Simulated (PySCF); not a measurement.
C2H7NZn (SMILES C[N](C)[ZnH]), singlet, at a GFN2-xTB geometry (such geometries of metal compounds can be far from the true shape); B3LYP/def2-SVP, polarisability in PySCF.

The PySCF input:
```python
from pyscf import gto, scf, dft
from pyscf.prop import polarizability

mol = gto.M(
    atom='''
Zn   -1.04914994    0.13438380   -0.19830013
H    -2.52790349    0.25584821   -0.32130463
N     0.71868857   -0.10595567    0.18595447
C     1.61105595    0.93237640    0.65148158
C     1.45978480   -1.31039319   -0.11662270
H     2.13509780    0.61345389    1.56415546
H     2.37650511    1.17626409   -0.10109057
H     1.04963373    1.83982337    0.87849265
H     2.21847117   -1.13491722   -0.89473311
H     1.98299652   -1.67915568    0.77748412
H     0.78383304   -2.09304048   -0.46483467
''',
    basis='def2-svp',
    verbose=4,
)

mf = dft.RKS(mol)
mf.xc = 'b3lyp'
mf.kernel()
alpha = mf.Polarizability().polarizability()[2, 2]
print('alpha_zz =', alpha)
```

The log (banner, timings and long lists left out):

```
site-packages/pyscf/prop/efg/rhf.py:45: UserWarning: Module EFG is under testing
  warnings.warn('Module EFG is under testing')
site-packages/pyscf/prop/efg/dhf.py:30: UserWarning: Module EFG is under testing
  warnings.warn('Module EFG is under testing')
site-packages/pyscf/prop/zfs/uhf.py:40: UserWarning: Module ZFS is under testing
  warnings.warn('Module ZFS is under testing')
site-packages/pyscf/prop/gtensor/uhf.py:43: UserWarning: Module g-tensor is under testing
  warnings.warn('Module g-tensor is under testing')
site-packages/pyscf/prop/gtensor/uks.py:41: UserWarning: Module g-tensor is under testing
  warnings.warn('Module g-tensor is under testing')
site-packages/pyscf/prop/hfc/uks.py:35: UserWarning: Module HFC is under testing
  warnings.warn('Module HFC is under testing')
site-packages/pyscf/prop/magnetizability/rhf.py:39: UserWarning: Module magnetizability is under testing
  warnings.warn('Module magnetizability is under testing')
site-packages/pyscf/prop/magnetizability/uhf.py:37: UserWarning: Module magnetizability is under testing
  warnings.warn('Module magnetizability is under testing')
site-packages/pyscf/prop/magnetizability/rks.py:37: UserWarning: Module magnetizability is under testing
  warnings.warn('Module magnetizability is under testing')
site-packages/pyscf/prop/magnetizability/uks.py:39: UserWarning: Module magnetizability is under testing
  warnings.warn('Module magnetizability is under testing')
site-packages/pyscf/prop/polarizability/uhf.py:34: UserWarning: Module polarizability is under testing
  warnings.warn('Module polarizability is under testing')
site-packages/pyscf/prop/polarizability/rks.py:29: UserWarning: Module polarizability is under testing
  warnings.warn('Module polarizability is under testing')
site-packages/pyscf/prop/polarizability/uks.py:29: UserWarning: Module polarizability is under testing
  warnings.warn('Module polarizability is under testing')
PySCF version 2.14.0

[INPUT] verbose = 4
[INPUT] num. atoms = 11
[INPUT] num. electrons = 56
[INPUT] charge = 0
[INPUT] spin (= nelec alpha-beta = 2S) = 0
[INPUT] symmetry False subgroup None
[INPUT] Mole.unit = angstrom
[INPUT] Symbol           X                Y                Z      unit          X                Y                Z       unit  Magmom
[INPUT]  1 Zn    -1.049149940000   0.134383800000  -0.198300130000 AA   -1.982606050204   0.253948577578  -0.374732936166 Bohr   0.0
[INPUT]  2 H     -2.527903490000   0.255848210000  -0.321304630000 AA   -4.777045265432   0.483483046360  -0.607177753255 Bohr   0.0
[INPUT]  3 N      0.718688570000  -0.105955670000   0.185954470000 AA    1.358124566155  -0.200227197645   0.351403019939 Bohr   0.0
[INPUT]  4 C      1.611055950000   0.932376400000   0.651481580000 AA    3.044454516851   1.761936041008   1.231121761399 Bohr   0.0
[INPUT]  5 C      1.459784800000  -1.310393190000  -0.116622700000 AA    2.758593472803  -2.476284244595  -0.220384962907 Bohr   0.0
[INPUT]  6 H      2.135097800000   0.613453890000   1.564155460000 AA    4.034750091161   1.159259842149   2.955825435643 Bohr   0.0
[INPUT]  7 H      2.376505110000   1.176264090000  -0.101090570000 AA    4.490943791529   2.222816980261  -0.191033491076 Bohr   0.0
[INPUT]  8 H      1.049633730000   1.839823370000   0.878492650000 AA    1.983520280806   3.476762286874   1.660110510943 Bohr   0.0
[INPUT]  9 H      2.218471170000  -1.134917220000  -0.894733110000 AA    4.192302926543  -2.144682719853  -1.690800532480 Bohr   0.0
[INPUT] 10 H      1.982996520000  -1.679155680000   0.777484120000 AA    3.747320328766  -3.173144355708   1.469232052998 Bohr   0.0
[INPUT] 11 H      0.783833040000  -2.093040480000  -0.464834670000 AA    1.481229772985  -3.955273274828  -0.878410219503 Bohr   0.0

nuclear repulsion = 245.65396745526
number of shells = 50
number of NR pGTOs = 194
number of NR cGTOs = 108
basis = def2-svp
ecp = {}

******** <class 'pyscf.dft.rks.RKS'> ********
method = RKS
initial guess = minao
damping factor = 0
level_shift factor = 0
DIIS = <class 'pyscf.scf.diis.CDIIS'>
diis_start_cycle = 1
diis_space = 8
diis_damp = 0
SCF conv_tol = 1e-09
SCF conv_tol_grad = None
SCF max_cycles = 50
direct_scf = True
direct_scf_tol = 1e-13
XC library pyscf.dft.libxc version 7.1.2
    S. Lehtola, C. Steigemann, M. J. T. Oliveira, and M. A. L. Marques,  SoftwareX 7, 1–5 (2018)
XC functionals = b3lyp
    P. J. Stephens, F. J. Devlin, C. F. Chabalowski, and M. J. Frisch,  J. Phys. Chem. 98, 11623 (1994)
radial grids:
    Treutler-Ahlrichs [JCP 102, 346 (1995); DOI:10.1063/1.469408] (M4) radial grids

becke partition: Becke, JCP 88, 2547 (1988); DOI:10.1063/1.454033
pruning grids: <function nwchem_prune>
grids dens level: 3
symmetrized grids: False
atomic radii adjust function: <function treutler_atomic_radii_adjust>
small_rho_cutoff = 0
Set gradient conv threshold to 3.16228e-05
Initial guess from minao.
tot grids = 131440
init E= -1914.00538776562
  HOMO = -0.249131746562243  LUMO = -0.0334440794495938  gap/eV = 5.86916
cycle= 1 E= -1914.15888160894  delta_E= -0.153  |g|= 0.618  |ddm|= 3.24
  HOMO = -0.0908830221849257  LUMO = 0.017577192810553  gap/eV = 2.95135
cycle= 2 E= -1913.95466290668  delta_E= 0.204  |g|= 1.15  |ddm|= 1.69
  HOMO = -0.201807754658089  LUMO = 0.00878278737587301  gap/eV = 5.73046
cycle= 3 E= -1914.2328416843  delta_E= -0.278  |g|= 0.138  |ddm|=  1.2
  HOMO = -0.184849959670612  LUMO = 0.0100714174545322  gap/eV = 5.30408
cycle= 4 E= -1914.23643201437  delta_E= -0.00359  |g|= 0.0506  |ddm|= 0.143
  HOMO = -0.190121208934081  LUMO = 0.00731798613142232  gap/eV = 5.37259
cycle= 5 E= -1914.23683107329  delta_E= -0.000399  |g|= 0.00893  |ddm|= 0.0441
  HOMO = -0.189621443702785  LUMO = 0.00812798624533784  gap/eV = 5.38104
cycle= 6 E= -1914.23684673649  delta_E= -1.57e-05  |g|= 0.00297  |ddm|= 0.0105
  HOMO = -0.189826366778185  LUMO = 0.0081554476018324  gap/eV = 5.38736
cycle= 7 E= -1914.23684876393  delta_E= -2.03e-06  |g|= 0.000335  |ddm|= 0.00281
  HOMO = -0.189822281392684  LUMO = 0.00815976628464732  gap/eV = 5.38737
cycle= 8 E= -1914.23684879341  delta_E= -2.95e-08  |g|= 6.28e-05  |ddm|= 0.000402
  HOMO = -0.189820331705498  LUMO = 0.00816073269669904  gap/eV = 5.38734
cycle= 9 E= -1914.23684879427  delta_E= -8.63e-10  |g|= 1.49e-05  |ddm|= 8.03e-05
  HOMO = -0.189816228524023  LUMO = 0.00815985497238625  gap/eV = 5.38720
Extra cycle  E= -1914.23684879422  delta_E= 4.87e-11  |g|= 2.33e-05  |ddm|= 4.34e-05
converged SCF energy = -1914.23684879422
Isotropic polarizability 50.8081730933
Polarizability anisotropy 24.9027884852
alpha_zz = 39.7027769451383
```
